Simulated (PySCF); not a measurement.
## SeO2: breathing scan

Computed with PySCF, PBE, basis Se def2-TZVP, O def2-TZVP (no relativity, density fitting).

Rigid scan from the singlet minimum (Se–O 1.632 Å (×2); O–Se–O 114.0°). Coordinate: all bonds to the central atom scaled together. Energies in kJ/mol from the minimum.

**Question.** Predict the curve at 0.88, 0.92, 0.96, 1.00, 1.04, 1.08, 1.14, 1.22, 1.35.

**Answer.** 
| scale of all bonds to the centre | E (kJ/mol) | dipole size (D) |
| --- | --- | --- |
| 0.88 | 248.8 | 2.18 |
| 0.92 | 95.6 | 2.35 |
| 0.96 | 20.8 | 2.50 |
| 1.00 | 0.0 | 2.63 |
| 1.04 | 16.1 | 2.74 |
| 1.08 | 56.6 | 2.83 |
| 1.14 | 145.2 | 2.93 |
| 1.22 | 287.1 | 3.02 |
| 1.35 | 522.7 | 3.06 |

At long bonds a restricted determinant can lie too high, and another spin state can fall below this curve.

The scan took of the order of 100 core-seconds on a shared host.
